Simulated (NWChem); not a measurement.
System: SiHOF, singlet; SMILES O[Si]F

Input file for NWChem:

```
start job
memory heap 200 mb stack 700 mb global 900 mb
geometry units angstroms noautosym nocenter noautoz
  Si     0.621402     0.012452     0.000000
  F     -0.421107    -1.259105     0.000000
  O     -0.449328     1.276047     0.000000
  H     -1.397858     1.088559     0.000000
end
basis spherical
  * library sto-3g
end
dft
  xc b3lyp
  iterations 150
end
property
  response 1 0.0773
end
task dft property
```

Low-valent species are run as closed-shell singlets; no triplet was tried in these runs. STO-3G and 3-21G are far too small for this property and stand as cheap habits. Coordinates come from a PBE0/def2-SVP optimisation. B3LYP is NWChem's, with the RPA form of VWN correlation.

Field at 589 nm.

Task: Predict the main results of this run. (B3LYP/STO-3G.) Quantities: isotropic polarisability (bohr³); anisotropy (bohr³).

Result: The isotropic polarisability (bohr³) is 13.7. The anisotropy (bohr³) is 7.1.
